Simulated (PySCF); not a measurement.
# Electronic absorption of GeH3PH2

Species: GeH3PH2, GeH5P.
SMILES: `[PH2][GeH3]`

Computed with TDDFT PBE0/def2-SVPD, vertical, gas phase, core orbitals frozen in the response in PySCF 2.14.0, density-fitted response routines. Isolated species at its PBE0-D3(BJ)/def2-SVP geometry, gas phase. The PBE0/def2-SVPD calculation is non-relativistic and has no spin–orbit coupling, an omission that weighs most on germanium.

Task: What does the calculation give for the low-lying excited states?

Result: 

```
state  E (eV)  E (kJ/mol)  λ (nm)       f  symmetry  main configurations (H = HOMO, L = LUMO)
   S1    6.41         619   193.3   0.064        A′                    H→L (82%), H→L+1 (14%)
   S2    6.61         638   187.5   0.192        A′                    H→L+1 (82%), H→L (12%)
   S3    6.68         645   185.6   0.013        A″                               H→L+2 (94%)
   S4    7.42         716   167.1  0.0064        A″                               H→L+4 (88%)
   S5    7.45         719   166.5  0.0079        A′                  H→L+3 (79%), H-1→L (12%)
   S6    7.77         749   159.6   0.110        A′                  H-1→L (69%), H→L+5 (14%)
   S7    8.03         775   154.4   0.050        A′                H-1→L+1 (58%), H→L+5 (39%)
   S8    8.14         785   152.4   0.061        A″                H-2→L (84%), H-1→L+2 (10%)
   S9    8.21         792   151.0   0.225        A′   H→L+5 (41%), H-1→L+1 (30%), H-1→L (11%)
  S10    8.34         805   148.6  0.0014         –                H-1→L+2 (73%), H-2→L (13%)
```

Triplets, Tamm–Dancoff:

```tsv
state	E (eV)	λ (nm)	main configurations (H = HOMO, L = LUMO)
T1	5.29	234.6	H→L (84%)
T2	5.68	218.1	H→L+2 (92%)
T3	6.19	200.2	H→L+1 (91%)
T4	6.92	179.1	H-1→L (72%), H→L+3 (15%)
```

The lowest singlet lies at 6.41 eV (193 nm, vacuum ultraviolet) and is of moderate strength; its leading configuration is HOMO→LUMO (82%). The strongest level in the table is S9 at 8.21 eV (151 nm, f = 0.225). Löwdin shares by element: HOMO phosphorus 64%, germanium 15%, hydrogen 13% or more; LUMO germanium 37%, phosphorus 29%, hydrogen 18% or more (atoms not listed hold the other 16%). The listed states span 1.93 eV, and the widest gap between neighbours is 0.74 eV (S3 to S4). Of the 10 states listed, 7 reach f = 0.01 and none stays under 0.0005. Orbital energies (eV): HOMO-3 -10.04, HOMO-2 -9.55, HOMO-1 -9.01, HOMO -7.55, LUMO -0.17, LUMO+1 0.26, LUMO+2 0.56. No computed singlet lies in the visible range (380 to 750 nm); the lowest, at 193 nm, stands 3.15 eV above its violet end (3.26 eV). All these states lie below the vertical ionisation energy of 9.69 eV (ΔSCF). Symmetry labels in Cs follow from the direction of the transition dipole and are given only for states with f of 0.002 or more. The window holds the lowest 10 singlets.
